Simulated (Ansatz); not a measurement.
Computed with Ansatz on PBE0-D4/def2-TZVP structures; ΔE is electronic, products minus reactants. CCSD(T)/CBS is the MP2 limit (def2-TZVPP, def2-QZVPP) plus CCSD(T) − MP2 in def2-TZVPP, frozen cores. This one scheme is used for every species. DFT in def2-TZVPP. For Se outer-core shells are correlated without core-valence functions, which leaves a few kJ/mol of doubt a bond. Scalar relativity is left out up to krypton. One conformer a species, not always the lowest.

Reaction (cleavage of the Si–Al bond): `[OH][AlH][SiH2][SeH]` + H₂Se → `[SeH][SiH2][SeH]` + `[OH][AlH2]`

`[OH][AlH][SiH2][SeH]`:

```xyz
9

O    -1.116    1.542   -0.566
Al   -1.280   -0.092   -0.130
Si    0.889   -1.094    0.370
Se    2.426    0.607    0.284
H    -1.845    2.115   -0.799
H    -2.719   -0.759   -0.095
H     1.270   -2.169   -0.591
H     0.949   -1.720    1.722
H     1.426    1.570   -0.194
```

H₂Se:

Cartesian coordinates in Å:
```
Se -0.140 -0.055 -0.668
H -0.091 -1.001 0.452
H 0.231 1.056 0.215
```

`[SeH][SiH2][SeH]`:

```xyz
7

Se    0.598    1.606    1.012
Si   -0.128    0.209   -0.628
Se   -0.387   -1.952    0.028
H    -0.506    1.246    1.912
H    -1.470    0.580   -1.138
H     0.893    0.363   -1.692
H     0.998   -2.052    0.507
```

`[OH][AlH2]`:

```xyz
5

O     0.269    0.502   -1.075
Al    0.070   -0.106    0.495
H    -0.340    0.324   -1.789
H    -1.180   -1.020    0.831
H     1.181    0.300    1.538
```

CCSD(T)/CBS gives -57.0 kJ/mol.

Q: Another level gave -51.4 kJ/mol. Which?
A. HF/def2-TZVPP
B. PBE/def2-TZVPP
C. BHLYP/def2-TZVPP
D. LC-ωPBE/def2-TZVPP

A: D. LC-ωPBE -51.4, PBE -45.2, BHLYP -57.6, HF/def2-TZVPP -63.6 kJ/mol.

Largest T1 diagnostic among the species: 0.012.

From BLYP to BHLYP (50 % exact exchange), in def2-TZVPP and without D4, ΔE moves by −6.1 kJ/mol. At CCSD(T), def2-SVP lies +11.3 kJ/mol from the extrapolated value and def2-TZVPP +4.5 kJ/mol. Leaving LDA and LC-ωPBE aside and taking each functional with its dispersion term where it has one, the values, not all of them listed here, spread over 14.0 kJ/mol, from B97M-V to PBE-D4.
